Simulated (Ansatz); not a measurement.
The same path of H4InNO (7 atoms, charge 0, multiplicity 1) was run twice with different band settings. The coordinate that changes most is the height of N1 over the plane of its neighbours.

Computed with Ansatz 0.2.0, RKS PBE-D4/def2-TZVP.

Relaxed end points:

```xyz
7
Properties=species:S:1:pos:R:3
N -0.903 0.785 -0.976
In 0.069 0.074 0.660
O 1.513 -1.158 -0.026
H -0.820 0.197 -1.805
H -1.875 1.067 -0.861
H -0.067 0.508 2.312
H 2.082 -1.473 0.696
```

```xyz
7
Properties=species:S:1:pos:R:3
N -1.179 0.422 -0.905
In 0.072 0.077 0.658
O 1.521 -1.150 -0.027
H -0.754 0.285 -1.822
H -1.701 1.296 -0.905
H -0.072 0.503 2.312
H 2.114 -1.432 0.689
```

Common settings: movable images 7; climbing image yes; spring 5.0 eV/Å²; optimiser quadratic models (default); start path through a guess of the saddle point; iteration limit 60; end points relaxed.

| run | force threshold |
| --- | --- |
| 1 | 0.05 eV/Å |
| 2 | 0.5 eV/Å |

(1) What does each run give, and how far can it be trusted?

## Answers

(1) Run 1: converged after 7 iterations, highest image 0.022 eV above the first end. A vibrational analysis at the climbing image gives one clearly imaginary mode, 292i cm⁻¹: a first-order saddle point.
Run 2: converged after 4 iterations, highest image 0.031 eV above the first end. The threshold of 0.5 eV/Å is loose, so the images may lie well off the minimum-energy path. The order of the stationary point at the top wasn't checked.
